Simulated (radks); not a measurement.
The numbers below are computed, except where a source is named.
Problem. Isoelectronic series with 7 electrons, each ion in its NIST ground configuration. Level of theory: non-relativistic Kohn-Sham, TPSS, spin-polarised, spherical densities, point nucleus; open shells are filled with parallel spins first (spin-orbit coupling, left out, can overturn this in heavy ions); meta-GGA in the generalised Kohn-Sham scheme (a radial shooting solver on a logarithmic mesh with Libxc functionals). Total energies (hartree) and orbital eigenvalues (hartree):

| ion | configuration | E (hartree) | 2p up | 2s down | 2s up | 1s down |
|---|---|---|---|---|---|---|
| N | [He] 2s2 2p3 | -54.61617 | -0.31126 | -0.56496 | -0.75408 | -14.16057 |
| F2+ | [He] 2s2 2p3 | -97.83540 | -1.90797 | -2.33305 | -2.62199 | -26.12168 |
| Al6+ | [He] 2s2 2p3 | -223.35776 | -8.16347 | -8.94336 | -9.42156 | -62.13991 |
| P8+ | [He] 2s2 2p3 | -305.63372 | -12.80076 | -13.75919 | -14.33031 | -86.16492 |
| Cl10+ | [He] 2s2 2p3 | -400.91415 | -18.44081 | -19.57794 | -20.24147 | -114.1947 |
| K12+ | [He] 2s2 2p3 | -509.19744 | -25.08259 | -26.39849 | -27.15409 | -146.2275 |
| Sc14+ | [He] 2s2 2p3 | -630.48268 | -32.72554 | -34.22022 | -35.06769 | -182.2624 |
| V16+ | [He] 2s2 2p3 | -764.76931 | -41.36932 | -43.04278 | -43.98194 | -222.2988 |
| Mn18+ | [He] 2s2 2p3 | -912.05696 | -51.01370 | -52.86593 | -53.89668 | -266.3362 |
| Cu22+ | [He] 2s2 2p3 | -1245.63442 | -73.30373 | -75.51345 | -76.72712 | -366.4134 |
| Ga24+ | [He] 2s2 2p3 | -1431.92392 | -85.94920 | -88.33764 | -89.64269 | -422.4528 |
| As26+ | [He] 2s2 2p3 | -1631.21381 | -99.59490 | -102.1620 | -103.5584 | -482.4927 |
| Br28+ | [He] 2s2 2p3 | -1843.50401 | -114.2408 | -116.9866 | -118.4743 | -546.5328 |
| Rb30+ | [He] 2s2 2p3 | -2068.79448 | -129.8868 | -132.8113 | -134.3903 | -614.5733 |
| Nb34+ | [He] 2s2 2p3 | -2558.37602 | -164.1792 | -167.4611 | -169.2225 | -762.6549 |
| Tc36+ | [He] 2s2 2p3 | -2822.66705 | -182.8256 | -186.2861 | -188.1387 | -842.6959 |
| Rh38+ | [He] 2s2 2p3 | -3099.95821 | -202.4720 | -206.1112 | -208.0550 | -926.7371 |
| Ag40+ | [He] 2s2 2p3 | -3390.24948 | -223.1185 | -226.9364 | -228.9713 | -1014.778 |
| In42+ | [He] 2s2 2p3 | -3693.54086 | -244.7650 | -248.7616 | -250.8876 | -1106.820 |

Estimate the row of Co20+ ([He] 2s2 2p3).

Solution. E (hartree) -1072.34539; 2p up -61.65854; 2s down -63.68952; 2s up -64.81176; 1s down -314.3745.
